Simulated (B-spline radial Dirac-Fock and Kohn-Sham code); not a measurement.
Z = 65 (terbium), transition energy 179 keV. The computed values come from a B-spline atomic structure program: a Dirac-Hartree-Slater potential of the neutral atom with a Latter tail (no hole, which puts coefficients of high multipoles low close above an edge), finite nucleus with surface currents. Subshells that would emit electrons below 1 keV are left out.

Q: A pure transition shows α(K) = 0.0534, L1/L2 = 6.84 and L1/L3 = 6.02. What is its multipolarity?
A. E4
B. E2
C. E1
D. M4
E. E3
F. M3
G. M2
H. M1

A: C. For comparison, α(K), L1/L2, L1/L3 are E2 0.218, 0.614, 0.739; E3 0.778, 0.128, 0.184; E4 2.74, 0.0564, 0.0880; M1 0.360, 12.4, 77.4; M2 2.00, 8.03, 9.07; M3 8.71, 5.44, 2.12; M4 37.0, 4.05, 0.930.
